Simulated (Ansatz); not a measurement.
The same group exchange along the group Mg, Zn, Cd.

Computed with Ansatz on PBE0-D4/def2-TZVP structures; ΔE is electronic, products minus reactants. CCSD(T)/CBS adds triple-zeta CCSD(T) − MP2 to the extrapolated MP2 energy (def2 sets, frozen cores). DFT in def2-TZVPP. def2 core potentials past Kr. For Cd, Mg, Zn outer-core shells are correlated without core-valence functions, which leaves a few kJ/mol of doubt a bond. Scalar relativity is left out up to krypton. One conformer a species, not always the lowest.

```tsv
reaction	CCSD(T)/CBS(def2) (kJ/mol)
`[F][Mg][O][SiH3]` + `NC1(O)C=N1` → `[OH][Mg][O][SiH3]` + `NC1(F)C=N1`	59
`[F][Zn][O][SiH3]` + `NC1(O)C=N1` → `[OH][Zn][O][SiH3]` + `NC1(F)C=N1`	32
`[F][Cd][O][SiH3]` + `NC1(O)C=N1` → `[OH][Cd][O][SiH3]` + `NC1(F)C=N1`	?
```

(1) Fill in the missing values. (Best estimate.)

Largest T1 diagnostic: 0.017, for `[F][Zn][O][SiH3]`.

## Answers

(1) Ansatz gave: `[F][Cd][O][SiH3]` + `NC1(O)C=N1` → `[OH][Cd][O][SiH3]` + `NC1(F)C=N1`: +28.1 kJ/mol.
